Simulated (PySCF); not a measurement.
An unknown gives this computed stick spectrum. Method used: TDDFT B3LYP/def2-SVPD, vertical, gas phase, core orbitals frozen in the response in PySCF. Geometries: GFN2-xTB, one conformer each.

```tsv
state	E (eV)	λ (nm)	f
S1	6.70	185.0	0.0029
S2	7.01	176.9	0.018
S3	7.37	168.2	0.023
S4	7.61	163.0	0.025
S5	7.85	158.0	0.0079
S6	7.95	156.0	0.028
S7	7.97	155.6	0.0049
S8	8.10	153.0	0.026
```

Question: Which structure fits?
A. `C1=COCC1`
B. `C(=CC)=C`
C. `C1CO[SiH2]C1`

Answer: C. Its S1, at 6.70 eV, is the highest among the candidates; the nearest of the others has S1 at 5.66 eV. S1 is HOMO→LUMO (96%). Löwdin shares by element: HOMO oxygen 51%, carbon 12% or more, silicon 10%, hydrogen 8% or more (atoms not listed hold the other 19%); LUMO silicon 32%, hydrogen 19% or more, oxygen 10% (atoms not listed hold the other 39%). At the same level the other candidates give, for their lowest levels:
- `C1=COCC1`: 5.49 eV (f 0.007); 6.11 eV (f 0.132); 6.34 eV (f 0.005); 6.47 eV (f 0.003); 6.90 eV (f 0.000); T1 4.06 eV; HOMO -5.95, LUMO 0.51 eV
- `C=C=CC`: 5.66 eV (f 0.000); 6.31 eV (f 0.000); 6.73 eV (f 0.002); 6.94 eV (f 0.042); 7.26 eV (f 0.056); T1 4.68 eV; HOMO -7.04, LUMO 0.05 eV
Triplets come from the Tamm–Dancoff approximation.
